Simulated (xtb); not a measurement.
C2H7AlO, charge +1, doublet, from a rough starting geometry (GFN-xTB shapes and energies of metal compounds can be far from the true ones) (a state made from the parent by changing its charge; the spin is typed, not shown lowest); GFN2-xTB (xtb).

Input for xtb:
```
$ xtb mol.xyz --gfn 2 --chrg 1 --uhf 1 --opt vtight --json

# file mol.xyz
11

Al     0.33296216     0.00187963     0.16351622
C     -1.21542761    -1.41067890     0.23757764
H     -0.86538252    -2.30646614    -0.25138193
H     -2.09850249    -1.02018369    -0.27510352
H     -1.48187393    -1.66605963     1.25675131
C      0.26915142     1.64013267    -0.82274964
H      1.20664388     1.70318177    -1.54524876
H      0.41674801     2.51828467    -0.16602293
H     -0.60178242     1.82951925    -1.44212838
O      1.60083808    -0.36583518     1.13783871
H      2.41091825    -0.62938019     1.70605460
```

**Question.** Predict the main parts of the log of this xtb run.

**Answer.** 
```
   ID    Z sym.   atoms
    1   13 Al     1
    2    6 C      2, 6
    3    1 H      3-5, 7-9, 11
    4    8 O      10

           -------------------------------------------------
          |                Calculation Setup                |
           -------------------------------------------------

           -------------------------------------------------
          |                 G F N 2 - x T B                 |
           -------------------------------------------------

          ...................................................
          :                      SETUP                      :
          :.................................................:
          :  # basis functions                  29          :
          :  # atomic orbitals                  28          :
          :  # shells                           16          :
          :  # electrons                        23          :
          :  max. iterations                   250          :
          :  Hamiltonian                  GFN2-xTB          :
          :  restarted?                      false          :
          :  GBSA solvation                  false          :
          :  PC potential                    false          :
          :  electronic temp.          300.0000000     K    :
          :  accuracy                    1.0000000          :
          :  -> integral cutoff          0.2500000E+02      :
          :  -> integral neglect         0.1000000E-07      :
          :  -> SCF convergence          0.1000000E-05 Eh   :
          :  -> wf. convergence          0.1000000E-03 e    :
          :  Broyden damping             0.4000000          :
          :  net charge                          1          :
          :  unpaired electrons                  1          :
          ...................................................

 iter      E             dE          RMSdq      gap      omega  full diag
   1    -12.6518029 -0.126518E+02  0.127E+01    4.80       0.0  T
   2    -12.6656922 -0.138893E-01  0.774E+00    4.68       1.0  T
   3    -12.5622980  0.103394E+00  0.406E+00    4.21       1.0  T
   4    -12.6725004 -0.110202E+00  0.116E+00    4.54       1.0  T
   5    -12.6787427 -0.624235E-02  0.506E-01    4.72       1.0  T
   6    -12.6789328 -0.190039E-03  0.268E-01    4.74       1.0  T
   7    -12.6790120 -0.792056E-04  0.122E-01    4.78       1.0  T
   8    -12.6790509 -0.388903E-04  0.480E-02    4.77       1.0  T
[...]
 * total energy  :   -12.5536317 Eh     change       -0.1212115E-06 Eh
 * total energy  :   -12.5536318 Eh     change       -0.1185600E-06 Eh
 * total energy  :   -12.5536319 Eh     change       -0.1164428E-06 Eh
 * total energy  :   -12.5536320 Eh     change       -0.1147117E-06 Eh
 * total energy  :   -12.5536321 Eh     change       -0.1124940E-06 Eh
 * total energy  :   -12.5536323 Eh     change       -0.1111493E-06 Eh
 * total energy  :   -12.5536324 Eh     change       -0.1090297E-06 Eh
 * total energy  :   -12.5536325 Eh     change       -0.1074533E-06 Eh
 * total energy  :   -12.5536326 Eh     change       -0.1052720E-06 Eh
 * total energy  :   -12.5536327 Eh     change       -0.1032235E-06 Eh
 * total energy  :   -12.5536328 Eh     change       -0.1012122E-06 Eh
 * total energy  :   -12.5536329 Eh     change       -0.9904360E-07 Eh
   *** GEOMETRY OPTIMIZATION CONVERGED AFTER 175 ITERATIONS ***
         :: total energy             -12.553632879971 Eh    ::
[...]
     7   1 H        0.925     0.154     1.362     1.825
     8   1 H        0.925     0.149     1.396     1.848
     9   1 H        0.925     0.150     1.393     1.846
    10   8 O        1.541    -0.405    21.028     6.186
    11   1 H        0.806     0.369     0.546     1.161

 Mol. C6AA /au·bohr⁶  :        998.586207
 Mol. C8AA /au·bohr⁸  :      37641.756088
 Mol. α(0) /au        :         53.307186

Wiberg/Mayer (AO) data.
largest (>0.10) Wiberg bond orders for each atom

 ---------------------------------------------------------------------------
     #   Z sym  total        # sym  WBO       # sym  WBO       # sym  WBO
 ---------------------------------------------------------------------------
     1  13 Al   3.655 --    10 O    1.537     6 C    0.859     2 C    0.859
     2   6 C    3.818 --     4 H    0.911     3 H    0.907     5 H    0.905
                             1 Al   0.859     6 C    0.186
     3   1 H    0.978 --     2 C    0.907
     4   1 H    0.978 --     2 C    0.911
     5   1 H    0.976 --     2 C    0.905
     6   6 C    3.818 --     9 H    0.911     8 H    0.907     7 H    0.905
                             1 Al   0.859     2 C    0.186
     7   1 H    0.976 --     6 C    0.905
     8   1 H    0.978 --     6 C    0.907
     9   1 H    0.978 --     6 C    0.911
    10   8 O    2.426 --     1 Al   1.537    11 H    0.818
    11   1 H    0.864 --    10 O    0.818
 ---------------------------------------------------------------------------

Topologies differ in total number of bonds
Writing topology from bond orders to xtbtopo.mol

molecular dipole:
                 x           y           z       tot (Debye)
 q only:       -0.023       0.055      -0.013
   full:       -0.023       0.055      -0.012       0.154
molecular quadrupole (traceless):
                xx          xy          yy          xz          yz          zz
 q only:        1.768       2.620       1.447       3.339      -4.593      -3.216
  q+dip:        2.462       2.620       1.161       4.423      -5.200      -3.623
   full:        1.181       1.891       1.128       2.315      -3.231      -2.309

optimized geometry written to: xtbopt.xyz

           -------------------------------------------------
          | TOTAL ENERGY              -12.553632879971 Eh   |
          | GRADIENT NORM               0.000025230875 Eh/α |
          | HOMO-LUMO GAP               4.478353372692 eV   |
           -------------------------------------------------
```
